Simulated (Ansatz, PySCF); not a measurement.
Gas-phase reaction in SMILES: ICl → ClI as doublet, charge -1 (an electron is taken up)

Wanted: adiabatic electron affinity (electronic), in eV. Positive where the reaction releases energy. Conventions: 6-31G* and kin with 6d, 5d where marked; open shells spin-unrestricted; STO-3G and 3-21G all-electron and non-relativistic; LANL2DZ with its own core potentials from Na on; def2 sets with scalar-relativistic core potentials past Kr; no spin-orbit coupling; frozen cores in correlated levels (noble-gas shells and the d and f shells of earlier blocks). First-principles rows: single points at B3LYP-D3(BJ) geometries (Ansatz, a quantum-chemistry and plane-wave program). Sets without +, aug- or the D of def2-TZVPD hold no diffuse functions, which anions need. The spin state of an ion or metal species was assumed, not searched.

| level | program | adiabatic electron affinity (electronic) (eV) |
|---|---|---|
| HF/6-31G* with LANL2DZ past Ar | Ansatz | 2.66 |
| PBE/STO-3G | Ansatz | -0.89 |
| PBE/3-21G | Ansatz | 2.98 |
| BP86/def2-SVP | PySCF | 2.36 |
| B3LYP/STO-3G | Ansatz | -0.81 |
| B3LYP/def2-SVP | Ansatz | 2.37 |
| B3LYP/6-31G* with LANL2DZ past Ar | Ansatz | 3.01 |
| M06-2X/6-31G* with LANL2DZ past Ar (5d) | PySCF | 2.86 |
| MP2/3-21G | Ansatz | 2.61 |
| MP2/LANL2DZ | Ansatz | 2.56 |
| B3LYP/def2-TZVPD | Ansatz | 2.71 |
| B2PLYP-D3(BJ)/def2-TZVPD | Ansatz + dftd3 | 2.52 |

No value to compare with is used here. The 10 habitual levels span -0.89 (PBE/STO-3G) to 3.01 eV (B3LYP/6-31G* with LANL2DZ past Ar); B3LYP/def2-TZVPD gives 2.71.

The levels are drawn from those run, B3LYP/6-31G* more often than the rest, none by its result; left out are runs that failed, that the program found above a lower state of the same kind, or whose <S^2> lies over 0.5 above the pure value.
